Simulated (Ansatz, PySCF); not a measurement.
The pair A = BF3 (SMILES FB(F)F) (first 4 atoms), B = CH5N (SMILES CN); geometry from B3LYP-D3(BJ)/def2-TZVP.
(charge 0, multiplicity 1):
```xyz
11

F     -0.55506    -1.01569     0.57119
B     -0.06718     0.21498     0.94590
F     -0.79610     1.27627     0.45883
F      1.29215     0.34956     0.78142
C      0.38817    -0.76914     3.36725
N     -0.31009     0.28887     2.59839
H      1.45353    -0.68458     3.17108
H      0.03913    -1.73448     3.01094
H      0.19445    -0.67100     4.43435
H     -0.00890     1.21176     2.90284
H     -1.31443     0.24195     2.75407
```

Rows in 6-31G* carry no dispersion term and start afresh at each structure (6-31G* with six Cartesian d functions). MP2/6-31G* freezes PySCF's default core.

Codes used: Ansatz (an electronic-structure program); PySCF for 6-31G* rows. Values without a source in brackets are computed.

Total energies (hartree), monomers frozen at their geometry in the pair:

```tsv
structure	HF/aug-cc-pVDZ	B3LYP/def2-TZVPPD	MP2/6-31G*
AB	-418.4936613	-420.6569926	-419.3353524
A in the pair's basis	-323.1807487	-324.6764746	-323.7470628
B in the pair's basis	-95.2307464	-95.9051361	-95.5144792
A	-323.1763596	-324.6761522	-323.7391323
B	-95.2297523	-95.9048949	-95.5054857
```

Work out the interaction energy without and with the counterpoise correction, and the superposition error, for each level.


E(AB) − E(A) − E(B), times 627.509 kcal/mol, with the monomers in their own basis and then in the pair's basis:
- HF/aug-cc-pVDZ: -54.94 uncorrected, -51.56 corrected; the monomers gain 3.38 kcal/mol from borrowed functions
- B3LYP/def2-TZVPPD: -47.66 uncorrected, -47.30 corrected; the monomers gain 0.35 kcal/mol from borrowed functions
- MP2/6-31G*: -56.94 uncorrected, -46.32 corrected; the monomers gain 10.62 kcal/mol from borrowed functions
